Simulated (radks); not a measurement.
The nuclear charge of the zinc ion Zn+ is varied continuously with 29 electrons held in [Ar] 3d10 4s1. Calculated with a radial shooting solver on a logarithmic mesh with Libxc functionals: scalar-relativistic Kohn-Sham, PBE, spin-unpolarised, spherical densities, finite nucleus; Fermi nuclear charge, rms radius 3.9283 fm. By the Hellmann-Feynman theorem dE/dZ = E(electron-nucleus)/Z, the electronic potential at the nucleus (averaged over a nucleus of fixed radius). The scalar-relativistic energy here is not variational (the density holds large components alone), so the two differ by a part that grows with Z.

[
 {"Z": "29", "E (hartree)": "-1654.84166", "E(electron-nucleus)/Z (hartree)": "-137.401", "HOMO": "4s", "e(HOMO) (eV)": "-4.610", "<r> HOMO (bohr)": "2.936"},
 {"Z": "29.2", "E (hartree)": "-1682.48101", "E(electron-nucleus)/Z (hartree)": "-138.706", "HOMO": "4s", "e(HOMO) (eV)": "-6.241", "<r> HOMO (bohr)": "2.800"},
 {"Z": "29.4", "E (hartree)": "-1710.38174", "E(electron-nucleus)/Z (hartree)": "-140.008", "HOMO": "4s", "e(HOMO) (eV)": "-8.003", "<r> HOMO (bohr)": "2.682"},
 {"Z": "29.6", "E (hartree)": "-1738.54323", "E(electron-nucleus)/Z (hartree)": "-141.307", "HOMO": "4s", "e(HOMO) (eV)": "-9.888", "<r> HOMO (bohr)": "2.578"},
 {"Z": "29.8", "E (hartree)": "-1766.96498", "E(electron-nucleus)/Z (hartree)": "-142.603", "HOMO": "4s", "e(HOMO) (eV)": "-11.888", "<r> HOMO (bohr)": "2.485"},
 {"Z": "30", "E (hartree)": "-1795.64657", "E(electron-nucleus)/Z (hartree)": "-143.898", "HOMO": "4s", "e(HOMO) (eV)": "-13.998", "<r> HOMO (bohr)": "2.401"},
 {"Z": "30.2", "E (hartree)": "-1824.58767", "E(electron-nucleus)/Z (hartree)": "-145.191", "HOMO": "4s", "e(HOMO) (eV)": "-16.214", "<r> HOMO (bohr)": "2.325"},
 {"Z": "30.4", "E (hartree)": "-1853.78799", "E(electron-nucleus)/Z (hartree)": "-146.482", "HOMO": "4s", "e(HOMO) (eV)": "-18.532", "<r> HOMO (bohr)": "2.255"},
 {"Z": "30.6", "E (hartree)": "-1883.24728", "E(electron-nucleus)/Z (hartree)": "-147.773", "HOMO": "4s", "e(HOMO) (eV)": "-20.949", "<r> HOMO (bohr)": "2.191"},
 {"Z": "30.8", "E (hartree)": "-1912.96536", "E(electron-nucleus)/Z (hartree)": "-149.062", "HOMO": "4s", "e(HOMO) (eV)": "-23.462", "<r> HOMO (bohr)": "2.132"},
 {"Z": "31", "E (hartree)": "-1942.94208", "E(electron-nucleus)/Z (hartree)": "-150.351", "HOMO": "4s", "e(HOMO) (eV)": "-26.070", "<r> HOMO (bohr)": "2.077"}
]

The central difference of E at Z = 30 is -144.057 hartree, to compare with the third column; the second derivative is -6.49 hartree.
